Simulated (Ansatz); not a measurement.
GeTe, charge +1, doublet, geometry from GFN2-xTB (a state made from the parent by changing its charge; the spin is typed, not shown lowest) (core potentials on Te), with bond 2-1 at 2.4 times its length; Ansatz (an electronic-structure program) with SC-NEVPT2/def2-SVP, CASSCF(3,3).

Ansatz was given this input:
Ansatz 0.2 input:
```yaml
crystal:
  periodic: [false, false, false]
  atoms:
    - {symbol: Ge, position_ang: [-0.00000000, -0.00000000, -1.55418181]}
    - {symbol: Te, position_ang: [0.00000000, 0.00000000, 4.47126150]}
basis:
  gaussian:
    orbitals: def2-SVP
total_charge: 1
correlation: {method: sc_nevpt2, electrons: all, active_space: {window: {electrons: 3, orbitals: 3}}}
magnetization: {spin_polarized: false, initial_magnetization: 1}
```

The log (banner, timings and long lists left out):

```
Functional definition: HF
649 factors; integrals over basis functions are off by at most 1.9e-4 eV
mean field evaluation 1: about -63711.5437 eV, gradient 2.1e1 eV
mean field evaluation 2: about -63711.5467 eV, gradient 2.1e1 eV
mean field evaluation 4: about -63721.0383 eV, gradient 5.7e0 eV
mean field evaluation 8: about -63721.2356 eV, gradient 7.5e-1 eV
mean field evaluation 16: about -63721.2438 eV, gradient 2.1e-6 eV
mean field evaluation 32: about -63721.2391 eV, gradient 2.2e-4 eV
mean field evaluation 64: about -63721.2188 eV, gradient 2.0e-6 eV
mean field evaluation 96: about -63720.9494 eV, gradient 8.1e0 eV
mean field evaluation 128: about -63721.2287 eV, gradient 1.2e0 eV
mean field evaluation 160: about -63721.2171 eV, gradient 4.1e-1 eV
mean field evaluation 192: about -63720.7269 eV, gradient 9.6e0 eV
mean field evaluation 224: about -63721.0542 eV, gradient 4.1e-1 eV
mean field evaluation 256: about -63721.2188 eV, gradient 2.4e-3 eV
mean field evaluation 288: about -63721.2188 eV, gradient 2.8e-6 eV
mean field -63721.24380031 eV, -2341.7125178511 hartree, gradient 2.1e-6 eV, S^2 0.750000; 18 other end points of the search recorded, 0 dependent functions left out
reference -63721.24380031 eV, -2341.7125178511 hartree; 28, 27 occupied and 30, 31 virtual orbitals, 649 factors
state -63723.01423977 eV, -2341.7775803013 hartree
state -63723.01423977 eV, -2341.7775803013 hartree; corrected -63731.09713746 eV, -2342.0746213123 hartree
state -63721.59953254 eV, -2341.7255907693 hartree
state -63721.59953254 eV, -2341.7255907693 hartree; corrected -63729.50736383 eV, -2342.0161982091 hartree
state -63723.01423977 eV, -2341.7775803013 hartree; corrected -63731.09713746 eV, -2342.0746213123 hartree
state -63721.60202326 eV, -2341.7256823018 hartree
state -63721.60202326 eV, -2341.7256823018 hartree; corrected -63729.51230441 eV, -2342.0163797722 hartree
state -63723.01423977 eV, -2341.7775803013 hartree; corrected -63731.09713746 eV, -2342.0746213123 hartree
state -63721.39139460 eV, -2341.7179418411 hartree
state -63721.39139460 eV, -2341.7179418411 hartree; corrected -63729.45938002 eV, -2342.0144348366 hartree
state -63723.01423977 eV, -2341.7775803013 hartree; corrected -63731.09713746 eV, -2342.0746213123 hartree
2 active orbitals were swapped for others, from the solution at -63721.59916767 eV, -2341.7255773607 hartree to that at -63721.60163711 eV, -2341.7256681110 hartree; typed "places" are swapped only where nearly empty or full, and so, without "given_window_search", are "orbital_numbers", "shells" and a window whose orbitals a file names under [Active]
the orbitals are reached from a further start. From the first start the search ends at -63721.60163711 eV, -2341.7256681110 hartree
Total energy: -63731.09713746 eV, -2342.0746213123 hartree
```
